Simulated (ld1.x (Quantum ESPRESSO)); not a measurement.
# Logarithmic derivatives: gallium (Ga), TM

```json
{
  "Element": "Ga (Z = 31)",
  "Generator": "ld1.x (Quantum ESPRESSO) 7.5",
  "Type": "norm-conserving Troullier–Martins (Kleinman–Bylander form)",
  "Functional": "LDA (PZ)",
  "Relativity": "scalar-relativistic",
  "Frozen core": "[Ar] 3d10",
  "Valence charge": "3",
  "Reference configuration": "4s2 4p1",
  "Partial waves": "4p (bound): rc 1.70 bohr; 4d channel at 0.15 Ry: rc 1.75 bohr; 4s (bound): rc 1.50 bohr",
  "Local potential": "the s channel",
  "Core correction": "none"
}
```

The phase is arctan(r·u′/u) with u = r·R(r), unwrapped; energies in Ry, scanned from -3 to 5 Ry. A pole is an energy at which the radial function vanishes at the test radius. The pseudo phase is shifted by a multiple of π to meet the all-electron one at the reference energy, and phase errors are pseudo minus all-electron; the curves can meet again beyond the range given. Levels narrower than the energy grid can be missing from the lists of poles.

For each channel, where are the poles, and over which energies does the pseudopotential scatter like the atom?

| channel | radius (bohr) | reference energy (Ry) | poles, all-electron | poles, pseudo | unbroken range about the reference energy with phases within 0.05 rad | phase error 1 Ry above the reference energy (rad) |
| --- | --- | --- | --- | --- | --- | --- |
| s | 1.91 | -0.67 | 3.41 | 2.99 | below 4.1 | -0.007 |
| p | 1.91 | -0.20 | 4.99 | none | the whole range | -0.001 |
| d | 1.91 | 0.15 | -1.22 | -1.42 | -1.1 to 2.2 | -0.007 |

Note: ghost state, extra bound levels that the all-electron valence spectrum of the same l lacks: d at -22.8 eV. A true bound ghost makes a file unfit for plane-wave use.

Phases in the s channel:

| E (Ry) | all-electron | pseudo |
| --- | --- | --- |
| -3.00 | 1.143 | 1.139 |
| -2.52 | 1.072 | 1.067 |
| -2.04 | 0.962 | 0.958 |
| -1.56 | 0.778 | 0.775 |
| -1.08 | 0.441 | 0.440 |
| -0.60 | -0.129 | -0.129 |
| -0.12 | -0.706 | -0.709 |
| 0.36 | -1.052 | -1.060 |
| 0.84 | -1.242 | -1.252 |
| 1.32 | -1.355 | -1.368 |
| 1.80 | -1.430 | -1.447 |
| 2.28 | -1.484 | -1.504 |
| 2.76 | -1.526 | -1.551 |
| 3.24 | -1.560 | -1.591 |
| 3.72 | -1.589 | -1.629 |
| 4.20 | -1.615 | -1.668 |
| 4.68 | -1.639 | -1.711 |
